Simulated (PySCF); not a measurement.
C2H2F, SMILES C=[C]F (connectivity only; charge and spin as stated), charge +1, multiplicity 1. Atoms are numbered in the order given.

```xyz
5

C      0.0000     0.0000    -1.2547
C      0.0000     0.0000     0.0129
F      0.0000     0.0000     1.2310
H      0.0000    -0.9525    -1.8145
H      0.0000     0.9525    -1.8145
```
Charge +1, spin multiplicity 1.

Coordinates come from a PBE-D3(BJ)/def2-TZVP optimisation. The spin state was assumed, not searched. The isomer is the one that the SMILES or the coordinates give; other isomers of the formula were not compared.

Two levels are set side by side: PBE/pcSseg-2 (PySCF) and KT2/pcSseg-2 (PySCF). GIAO shifts against CFCl3 (¹⁹F), TMS (¹H), TMS (¹³C) at the same level; non-relativistic, no solvent, atoms listed together averaged. Differences are taken from unrounded values.

```
quantity                 KT2    PBE  PBE minus KT2
---------------------  -----  -----  -------------
δ(¹³C) of C1 (ppm)      18.8   20.9            2.0
δ(¹³C) of C2 (ppm)     254.8  265.9           11.1
δ(¹⁹F) of F3 (ppm)      46.5   65.0           18.5
δ(¹H) of H4, H5 (ppm)   7.43   7.46           0.02
```

Rough cost on one machine, each run with all the roots and properties that it gave: KT2 against PBE within a factor of 2.
